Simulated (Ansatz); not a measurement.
Born–Oppenheimer molecular dynamics of C$_{2}$H$_{9}$ClSi$_{2}$ (14 atoms, charge 0, multiplicity 1). It starts from a relaxed structure.

These are results of RKS B3LYP/6-31G (Ansatz 0.2.0), not measurements.

```
ensemble                      : NVE (velocity Verlet)
time step                     : 1 fs
steps asked                   : 148
starting velocities drawn for : 500 K
seed                          : 777201
```

Frames 10 fs apart, positions in Å, forces in eV/Å.

Velocities at 10 fs (Å/ps):

```
Si 5.03 1.25 -0.04
Si -0.92 -1.31 1.44
H -9.92 3.17 4.07
H -17.41 7.35 -15.35
H 2.30 -0.33 9.67
C 1.76 -0.51 -2.46
H -0.12 -5.87 -33.23
H 14.92 -6.55 12.71
H 27.08 12.96 26.53
C -2.49 -5.47 -2.48
H -18.06 -11.30 -6.04
H -14.44 1.58 -4.78
H -30.76 -15.64 -0.64
Cl -1.69 2.49 0.76
```

```xyz
14
Properties=species:S:1:pos:R:3:forces:R:3 time_fs=10 energy_less_start_eV=0.376 T=260
Si 0.144 0.102 -0.012 -1.82 -0.08 0.14
Si -0.101 -0.146 2.349 0.02 0.25 1.18
H -1.533 -0.374 2.888 0.53 0.52 -0.45
H 0.576 -1.320 2.924 0.34 -0.85 -0.27
H 0.721 0.850 3.226 -0.73 0.08 -0.65
C 1.901 0.098 -0.660 -0.23 -0.40 -0.45
H 2.403 -0.852 -0.452 -0.05 0.07 -0.20
H 1.845 0.305 -1.733 0.28 -0.22 -0.05
H 2.448 0.885 -0.188 0.63 0.73 0.40
C -1.014 1.516 -0.717 1.34 -0.14 0.25
H -2.028 1.452 -0.334 -0.17 -0.16 -0.01
H -0.570 2.469 -0.408 -0.14 0.21 0.01
H -0.985 1.475 -1.809 -0.23 -0.06 -0.01
Cl -0.895 -1.715 -0.870 0.24 0.05 0.12
14
Properties=species:S:1:pos:R:3:forces:R:3 time_fs=20 energy_less_start_eV=0.283 T=322
Si 0.163 0.114 -0.011 -0.87 0.15 -0.11
Si -0.108 -0.158 2.374 0.89 -1.45 -0.68
H -1.519 -0.157 2.766 -0.65 -0.08 0.05
H 0.542 -1.562 2.696 -0.45 1.08 -0.05
H 0.534 0.928 3.125 0.45 0.42 0.34
C 1.952 0.109 -0.675 -0.71 -1.31 -1.54
H 2.382 -0.898 -0.646 -0.10 -0.08 0.33
H 2.002 0.373 -1.747 -0.27 0.20 0.35
H 2.578 0.751 -0.134 1.02 1.18 0.97
C -1.028 1.458 -0.732 0.02 -0.03 -0.05
H -2.018 1.278 -0.322 -0.26 -0.06 0.43
H -0.763 2.497 -0.519 0.22 0.02 0.04
H -1.184 1.338 -1.807 0.44 -0.02 -0.17
Cl -0.908 -1.690 -0.860 0.28 -0.03 0.10
14
Properties=species:S:1:pos:R:3:forces:R:3 time_fs=30 energy_less_start_eV=0.521 T=171
Si 0.155 0.131 -0.011 0.92 -0.12 0.15
Si -0.106 -0.179 2.386 -0.47 1.08 -1.34
H -1.590 0.007 2.570 0.08 -0.36 0.16
H 0.417 -1.540 2.564 0.19 -0.35 0.64
H 0.490 1.029 3.063 0.31 -0.39 0.23
C 2.017 0.106 -0.704 -2.40 -0.95 -1.03
H 2.329 -0.944 -0.672 0.08 0.14 -0.50
H 2.026 0.574 -1.709 0.10 -0.61 0.31
H 2.646 0.642 -0.081 1.35 1.33 1.48
C -1.050 1.401 -0.741 0.75 0.18 -0.12
H -1.946 1.145 -0.208 -0.99 0.12 -0.11
H -0.830 2.457 -0.599 0.19 0.11 0.14
H -1.121 1.190 -1.809 -0.33 0.07 -0.04
Cl -0.914 -1.666 -0.848 0.22 -0.26 0.03
14
Properties=species:S:1:pos:R:3:forces:R:3 time_fs=40 energy_less_start_eV=0.476 T=201
Si 0.170 0.141 -0.007 0.32 -0.91 -0.08
Si -0.111 -0.182 2.360 -0.22 0.82 0.08
H -1.650 -0.091 2.508 0.77 0.11 0.19
H 0.339 -1.500 2.863 0.10 -0.37 -0.06
H 0.695 0.857 3.200 -0.64 -0.37 -0.43
C 2.012 0.106 -0.694 -1.82 -0.89 -2.62
H 2.355 -0.920 -0.908 -0.26 0.06 0.57
H 2.102 0.584 -1.708 -0.31 0.04 0.91
H 2.646 0.572 -0.023 1.55 1.06 1.50
C -1.072 1.357 -0.741 0.38 0.79 -0.67
H -2.068 1.235 -0.359 -0.51 -0.20 0.78
H -0.772 2.398 -0.603 -0.02 0.16 -0.13
H -1.205 1.134 -1.807 0.44 0.19 -0.06
Cl -0.914 -1.649 -0.836 0.22 -0.47 0.02
14
Properties=species:S:1:pos:R:3:forces:R:3 time_fs=50 energy_less_start_eV=0.597 T=123
Si 0.195 0.125 -0.003 -1.13 -0.14 -0.15
Si -0.112 -0.180 2.328 0.58 -1.61 0.66
H -1.534 -0.086 2.631 -0.87 0.31 0.04
H 0.263 -1.526 3.055 -0.09 0.54 -0.99
H 0.638 0.704 3.210 0.40 0.99 0.30
C 1.968 0.111 -0.692 -0.84 -0.14 -1.57
H 2.265 -0.943 -0.855 -0.16 0.51 -0.50
H 2.035 0.783 -1.597 -0.03 -1.10 0.57
H 2.652 0.486 0.004 1.16 0.82 1.42
C -1.097 1.372 -0.759 1.93 0.75 -0.23
H -2.050 1.267 -0.280 -0.65 -0.25 0.06
H -0.756 2.412 -0.656 -0.09 0.06 0.20
H -1.107 1.184 -1.842 -0.41 -0.20 0.24
Cl -0.908 -1.644 -0.822 0.20 -0.55 -0.05
14
Properties=species:S:1:pos:R:3:forces:R:3 time_fs=60 energy_less_start_eV=0.440 T=222
Si 0.184 0.105 -0.003 -1.35 0.85 -0.18
Si -0.110 -0.192 2.322 -0.46 1.43 0.32
H -1.561 0.111 2.685 0.25 -0.32 -0.24
H 0.253 -1.565 2.692 0.25 -0.43 0.34
H 0.594 0.935 3.107 0.10 -0.63 -0.23
C 1.935 0.131 -0.666 -0.49 -0.68 -2.92
H 2.177 -0.892 -1.044 0.14 0.50 0.63
H 1.991 0.752 -1.622 -0.02 -0.34 1.33
H 2.613 0.459 0.071 1.14 0.42 0.75
C -1.046 1.428 -0.763 0.37 -0.66 -0.05
H -1.993 1.193 -0.300 -0.53 0.17 0.45
H -0.810 2.489 -0.610 0.10 -0.21 -0.19
H -1.215 1.147 -1.819 0.46 0.49 0.16
Cl -0.897 -1.655 -0.811 0.03 -0.58 -0.17
14
Properties=species:S:1:pos:R:3:forces:R:3 time_fs=70 energy_less_start_eV=0.403 T=245
Si 0.133 0.109 -0.007 0.24 0.25 -0.06
Si -0.114 -0.185 2.323 -0.23 1.16 -0.45
H -1.597 0.108 2.602 0.61 -0.31 0.14
H 0.337 -1.582 2.495 0.04 -0.27 0.54
H 0.764 0.908 2.954 -0.30 -0.59 0.10
C 1.924 0.131 -0.680 0.36 0.35 -1.42
H 2.274 -0.878 -1.015 -0.50 0.76 -0.16
H 1.991 0.919 -1.510 -0.11 -1.35 0.75
H 2.668 0.436 0.037 0.19 0.29 0.76
C -0.993 1.446 -0.738 -0.01 0.91 -0.76
H -1.959 1.311 -0.263 -0.47 -0.03 -0.09
H -0.725 2.509 -0.603 0.31 -0.38 0.32
H -1.099 1.337 -1.840 -0.03 -0.27 0.55
Cl -0.885 -1.681 -0.803 -0.10 -0.53 -0.22
14
Properties=species:S:1:pos:R:3:forces:R:3 time_fs=80 energy_less_start_eV=0.413 T=240
Si 0.086 0.119 -0.013 0.66 -0.87 -0.29
Si -0.115 -0.163 2.307 1.04 -1.98 -0.19
H -1.509 -0.079 2.700 -0.79 0.30 0.41
H 0.395 -1.602 2.689 -0.45 0.81 -0.40
H 0.863 0.644 3.021 0.28 0.90 0.55
C 1.936 0.146 -0.686 -0.92 0.35 -1.35
H 2.219 -0.844 -1.127 -0.13 0.69 0.66
H 1.987 0.898 -1.551 0.08 -0.81 1.27
H 2.568 0.444 0.152 0.40 -0.05 -0.23
C -0.963 1.500 -0.720 0.51 0.39 -0.55
H -1.991 1.496 -0.366 -0.08 0.08 0.18
H -0.421 2.411 -0.399 -0.58 0.10 -0.45
H -0.978 1.389 -1.827 0.07 0.38 0.55
Cl -0.875 -1.722 -0.802 -0.08 -0.30 -0.15
14
Properties=species:S:1:pos:R:3:forces:R:3 time_fs=90 energy_less_start_eV=0.339 T=287
Si 0.060 0.107 -0.027 0.24 0.24 -0.24
Si -0.098 -0.164 2.299 -0.22 0.70 1.58
H -1.490 -0.061 2.938 0.28 0.20 -0.54
H 0.290 -1.507 2.724 0.36 -0.82 -0.07
H 0.796 0.730 3.213 -0.37 -0.18 -0.76
C 1.884 0.173 -0.679 0.85 -0.06 -0.53
H 2.173 -0.850 -1.038 -0.27 0.84 -0.01
H 2.058 0.944 -1.501 -0.48 -1.03 0.82
H 2.625 0.407 0.113 -0.50 0.02 -0.10
C -0.920 1.585 -0.709 0.46 0.98 -0.82
H -1.962 1.691 -0.407 -0.07 -0.34 0.06
H -0.406 2.523 -0.397 -0.12 -0.40 0.06
H -0.859 1.604 -1.824 -0.19 -0.22 0.62
Cl -0.867 -1.770 -0.805 0.02 0.08 -0.07
14
Properties=species:S:1:pos:R:3:forces:R:3 time_fs=100 energy_less_start_eV=0.285 T=320
Si 0.043 0.101 -0.048 -0.33 0.80 0.38
Si -0.083 -0.172 2.328 -0.78 0.60 0.00
H -1.496 0.119 2.858 0.35 -0.37 -0.30
H 0.327 -1.589 2.590 0.12 0.11 0.30
H 0.686 0.929 3.037 0.28 -0.40 -0.13
C 1.836 0.180 -0.654 0.75 -0.11 -0.76
H 2.105 -0.813 -1.079 0.13 0.53 0.31
H 1.907 0.925 -1.497 0.09 -0.56 0.84
H 2.546 0.441 0.170 -0.44 -0.13 -0.69
C -0.866 1.705 -0.715 -0.17 -0.79 -0.24
H -1.913 1.659 -0.395 0.03 0.22 -0.08
H -0.393 2.619 -0.306 -0.08 -0.42 -0.19
H -0.840 1.706 -1.829 0.06 0.14 0.65
Cl -0.859 -1.816 -0.810 0.00 0.36 -0.09
14
Properties=species:S:1:pos:R:3:forces:R:3 time_fs=110 energy_less_start_eV=0.420 T=233
Si 0.016 0.118 -0.057 -0.34 -0.29 0.41
Si -0.083 -0.167 2.351 0.81 -1.27 -1.55
H -1.478 0.058 2.653 -0.90 0.07 0.68
H 0.472 -1.591 2.660 -0.45 0.91 -0.01
H 0.827 0.878 2.814 0.36 0.52 0.61
C 1.801 0.161 -0.655 1.11 0.72 -0.10
H 2.211 -0.775 -1.067 -0.25 0.24 0.22
H 1.840 0.948 -1.438 0.22 -0.42 0.16
H 2.462 0.511 0.183 -0.38 -0.35 -0.62
C -0.830 1.756 -0.710 -0.26 -0.57 -0.12
H -1.890 1.764 -0.417 0.16 0.16 -0.07
H -0.312 2.600 -0.220 -0.12 -0.18 -0.15
H -0.768 1.871 -1.814 0.08 -0.14 0.60
Cl -0.851 -1.853 -0.818 -0.04 0.59 -0.06
14
Properties=species:S:1:pos:R:3:forces:R:3 time_fs=120 energy_less_start_eV=0.407 T=240
Si -0.020 0.127 -0.054 0.31 -0.77 0.01
Si -0.079 -0.162 2.337 -0.21 1.24 -0.05
H -1.541 -0.045 2.823 0.74 0.19 -0.05
H 0.463 -1.410 2.855 0.22 -0.87 0.00
H 0.950 0.881 2.900 -0.90 -0.31 -0.20
C 1.803 0.172 -0.675 0.76 0.27 1.28
H 2.202 -0.796 -0.979 -0.20 -0.16 -0.07
H 1.939 0.883 -1.482 -0.08 0.18 -0.35
H 2.459 0.517 0.180 -0.57 -0.23 -0.73
C -0.812 1.755 -0.684 0.12 0.52 -0.08
H -1.863 1.968 -0.462 0.04 -0.39 -0.06
H -0.231 2.532 -0.157 -0.02 -0.04 0.05
H -0.613 1.937 -1.754 -0.20 -0.35 0.21
Cl -0.844 -1.873 -0.827 -0.01 0.73 0.03
```

Of the whole run (148 fs, mean temperature of the second half 240 K): The conserved energy stayed within 1.1 meV per atom of its start (net change 0.41 meV per atom), so the integration is sound. Over the second half the temperature averaged 0.48 of the 500 K drawn at the start: a run that starts near a minimum puts about half its kinetic energy into the potential. A run of 0.15 ps of so small a system gives no equilibrium averages. Limits of this set-up: no polarisation functions.

Time of the run: 16 min on 1 thread of Intel(R) Xeon(R) Platinum 8259CL CPU @ 2.50GHz (Skylake/Cascade Lake), with other jobs on the host, peak memory 0.2 GiB.
